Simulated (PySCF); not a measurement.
vinylidene fluoride (C2H2F2), SMILES FC(F)=C.

Geometry: PBE0-D3(BJ)/def2-SVP.

Level of theory: PBE/def2-TZVPD run with PySCF.

Symmetry labels are those of the subgroup C2v that the program uses (full group C2v).

Computed valence orbital energies around the gap with their symmetry:
```tsv
orbital	symmetry	energy (eV)
HOMO−7	B2	-14.60
HOMO−6	B1	-12.98
HOMO−5	A1	-12.85
HOMO−4	B2	-10.91
HOMO−3	A2	-10.84
HOMO−2	A1	-10.51
HOMO−1	B2	-9.91
HOMO	B1	-6.44
LUMO	B1	-0.69
LUMO+1	A1	-0.24
LUMO+2	A1	0.76
LUMO+3	B2	1.18
```
